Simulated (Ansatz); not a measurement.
`[F][InH][I]` and `[F][InH][SiH3]` differ in one atom or group.

Ansatz, PBE0-D4/def2-TZVP geometries, multiplicity 1. 

Elements past krypton have def2 core potentials.  Spin–orbit coupling is left out; it splits and shifts lone-pair levels of the heavy atoms by tenths of an eV.

```tsv
property	`[F][InH][I]`
HOMO energy (ωB97M-V/def2-TZVPP) / eV	-10.05
LUMO energy (ωB97M-V/def2-TZVPP) / eV	-0.39
size of the dipole moment (ωB97M-V/def2-TZVPP) / D	2.61
HOMO–LUMO gap (PBE0/def2-TZVPP) / eV	5.98
LUMO energy (B3LYP/def2-TZVPP) / eV	-2.27
zero-point energy (PBE0-D4/def2-TZVP) / kJ/mol	21.7
```

**Question.** Give the same properties after the change, and the shifts. (Estimate.)

**Answer.** Computed: 
```csv
property,`[F][InH][SiH3]`,shift
HOMO energy (ωB97M-V/def2-TZVPP) / eV,-9.91,0.14
LUMO energy (ωB97M-V/def2-TZVPP) / eV,-0.49,-0.10
size of the dipole moment (ωB97M-V/def2-TZVPP) / D,3.17,0.56
HOMO–LUMO gap (PBE0/def2-TZVPP) / eV,5.84,-0.14
LUMO energy (B3LYP/def2-TZVPP) / eV,-2.32,-0.05
zero-point energy (PBE0-D4/def2-TZVP) / kJ/mol,83.8,62.1
```

The zero-point energy changes by 62.1 kJ/mol with +9 modes. Dipoles are sizes alone; their direction can turn.

B3LYP here is the variant with VWN-RPA as its local correlation; programs differ in this.
